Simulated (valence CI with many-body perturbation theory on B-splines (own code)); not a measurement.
**Valence orbitals of Ir45+**

Level of theory: valence CI with perturbative core correlation (CI+MBPT): four valence electrons over a frozen Dirac-Fock core [Ar] 3d10, radial functions for each j: 11 s, 11 p, 9 d, 7 f, 5 g, 2 h, 1 i, with the one-electron correlation potential Σ1, the two-electron term Σ2, the three-electron term Σ3, Breit, model QED; selected CI, second order for the rest (own B-spline code, finite nucleus).

No measured spectrum was set against this ion. As an estimate, large intervals hold to a few tenths of a per cent, small ones and those within an open d or f shell to about a per cent.

These are the spectroscopic orbitals of the CI (the correlating ones are not listed), shaped by the core and the other valence electrons. h is the expectation value of the core's Dirac-Fock operator, without the valence repulsion; Σ1 is computed up to l = 3 at one energy for each symmetry, that of its lowest orbital but kept below the first core excitation, so for empty shells it is not the orbital's own correlation shift; Breit and QED include the response of the core.

```tsv
Orbital	h (hartree)	Σ1 (cm⁻¹)	Breit (cm⁻¹)	QED (cm⁻¹)	⟨r⟩ (bohr)
4s1/2	-100.11	-14883	16885	12811	0.3753
5s1/2	-60.064	-5443	7570	5882	0.6283
6s1/2	-40.053	-2651	3957	3142	0.9484
7s1/2	-28.614	-1515	2356	1881	1.333
4p1/2	-96.231	-15901	26429	684	0.3714
5p1/2	-58.166	-5865	11964	324	0.6310
6p1/2	-38.998	-2905	6373	178	0.9559
7p1/2	-27.969	-1675	3829	108	1.345
4p3/2	-91.596	-13516	15279	1734	0.3918
5p3/2	-55.982	-5265	7004	812	0.6569
6p3/2	-37.795	-2670	4135	445	0.9874
7p3/2	-27.236	-1559	2501	271	1.383
4d3/2	-85.651	-15609	11932	-591	0.3783
5d3/2	-53.133	-5943	5560	-259	0.6534
6d3/2	-36.216	-3017	3051	-139	0.9924
4d5/2	-84.656	-14674	7530	-59.8	0.3839
5d5/2	-52.65	-5594	3377	-10.3	0.6602
6d5/2	-35.944	-2843	1858	-0.8	1.001
4f5/2	-78.347	-14960	4887	-396	0.3487
5f5/2	-49.834	-4859	2102	-188	0.6362
4f7/2	-78.078	-14270	2058	-195	0.3509
5f7/2	-49.682	-4645	910	-86.1	0.6389
5g7/2	-48.212		216	-44.0	0.5814
5g9/2	-48.151		-5.0	0.7	0.5827
```

Among the shells of the start configuration 4s2 4p2, Σ1 is largest in size for 4p1/2, where it is 0.075 % of h.

Lowest root of each symmetry, sizes in configuration state functions:

```
J  Parity  Roots  Reference  Variational  Second order  Change by selected CI (cm⁻¹)  Change by second order (cm⁻¹)
0    even      7         34        15785         60611                         -6509                             -1
1    even     10         70        35669        142284                         -5172                             -4
2    even     15        106        40000        273647                         -5936                            -16
3    even     11         96        39998        355317                        -10802                            -37
4    even      6         82        39993        298403                         -8098                            -40
5    even      2         47        24494        255133                         -7693                            -24
0     odd      3         16        10483         52925                         -8149                             -4
1     odd      8         44        30077        148442                         -8990                             -6
2     odd      9         57        39533        265171                         -6758                             -7
3     odd      5         53        37759        285747                         -8927                            -15
4     odd      2         37        24115        302261                         -8355                            -19
```
